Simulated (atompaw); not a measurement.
**An all-electron radial function and its pseudo partner (holmium)**

Columns: radius, all-electron u(r) and pseudo u(r) of the 5d shell (level -1.49 eV) of holmium in the configuration [Kr] 4d10 4f11 5s2 5p6 5d0 6s1.75 6p0.25; LDA (PW92), scalar-relativistic, PAW (atompaw) scheme, atompaw 4.2.0.5.

| r (bohr) | all-electron | pseudo |
| --- | --- | --- |
| 0.115 | 0.1328 | 0.0004 |
| 0.231 | 0.0206 | 0.0034 |
| 0.346 | -0.1560 | 0.0113 |
| 0.462 | -0.2093 | 0.0261 |
| 0.577 | -0.1568 | 0.0486 |
| 0.692 | -0.0546 | 0.0796 |
| 0.808 | 0.0607 | 0.1190 |
| 0.923 | 0.1681 | 0.1651 |
| 1.038 | 0.2610 | 0.2162 |
| 1.154 | 0.3380 | 0.2707 |
| 1.269 | 0.3988 | 0.3248 |
| 1.385 | 0.4462 | 0.3770 |
| 1.500 | 0.4815 | 0.4238 |
| 1.615 | 0.5072 | 0.4638 |
| 1.731 | 0.5253 | 0.4960 |
| 1.846 | 0.5369 | 0.5192 |
| 1.962 | 0.5434 | 0.5343 |
| 2.077 | 0.5458 | 0.5420 |
| 2.192 | 0.5451 | 0.5439 |
| 2.308 | 0.5418 | 0.5416 |
| 2.423 | 0.5366 | 0.5366 |
| 2.538 | 0.5299 | 0.5299 |
| 2.654 | 0.5220 | 0.5220 |
| 2.769 | 0.5133 | 0.5133 |
| 2.885 | 0.5038 | 0.5038 |
| 3.000 | 0.4939 | 0.4939 |

(1) How many radial nodes do the two functions have?

(2) At about which radius was the pseudo-wave matched?

(3) Where does each function peak?

(4) Is the pseudo-wave norm-conserving?

Answers

(1) The all-electron 5d function has n − l − 1 = 2; the pseudo-wave has 0, since the states of the same l below it are removed with the core.

(2) 2.55 bohr. The columns agree to 0.0005 from 2.31 bohr on; several derivatives are matched, so the curves merge somewhat inside the radius.

(3) Outermost all-electron maximum near 2.08 bohr, pseudo maximum near 2.19 bohr (to the table’s step).

(4) No, it belongs to a PAW set: the norm inside the radius is not constrained, and the difference is carried by the augmentation charge.
